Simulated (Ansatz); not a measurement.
Ansatz (a program for electronic structure) job for Ti(Cl)3(OH) (Cl₃HOTi), SMILES [OH][Ti]([Cl])([Cl])[Cl], multiplicity 1, PBE/def2-TZVPD. The structure is a stationary point at r2SCAN-D4/def2-SVP. A frequency run showed that this geometry is not a minimum. The spin state was assumed, not searched. The isomer is the one that the SMILES or the coordinates give; other isomers of the formula were not compared. One conformer was computed; it need not be the lowest.

Ansatz 0.2 input:
```yaml
crystal:
  periodic: [false, false, false]
  atoms:
    - {symbol: Ti, position_ang: [0.00000000, 0.00000000, 0.24685785]}
    - {symbol: Cl, position_ang: [-1.78676789, -1.03159092, -0.47390515]}
    - {symbol: Cl, position_ang: [0.00000000, 2.06318184, -0.47390516]}
    - {symbol: Cl, position_ang: [1.78676789, -1.03159092, -0.47390515]}
    - {symbol: O, position_ang: [-0.00000000, 0.00000000, 1.97489320]}
    - {symbol: H, position_ang: [-0.00000000, 0.00000001, 2.93914457]}
basis:
  gaussian:
    orbitals: def2-TZVPD
hamiltonian:
  xc: {name: PBE}
```

Log of the run:

```
WARN ansatz: RAYON_NUM_THREADS=2 ignored (pool sized by the plan → 2); use --threads N
Functional definition: PBE
integrals: 0.25 GiB planned
1501 factors; their error is unknown
mean field: 1.33 GiB planned
mean field evaluation 1: about -62722.3091 eV, gradient 7.7e1 eV
mean field evaluation 2: about -62574.6455 eV, gradient 2.1e2 eV
mean field evaluation 4: about -62731.6616 eV, gradient 2.6e1 eV
mean field evaluation 8: about -62733.0389 eV, gradient 7.7e-1 eV
mean field evaluation 16: about -62733.0186 eV, gradient 6.5e-4 eV
mean field -62733.01859369 eV, -2305.3959113508 hartree, gradient 7.0e-6 eV, S^2 0.000000; 0 other end points of the search recorded, 0 dependent functions left out
reference -62733.01867306 eV, -2305.3959142676 hartree; 41, 41 occupied and 194, 194 virtual orbitals, 1501 factors
Total energy: -62733.01867306 eV, -2305.3959142676 hartree
```

The calculation finished and met its thresholds.
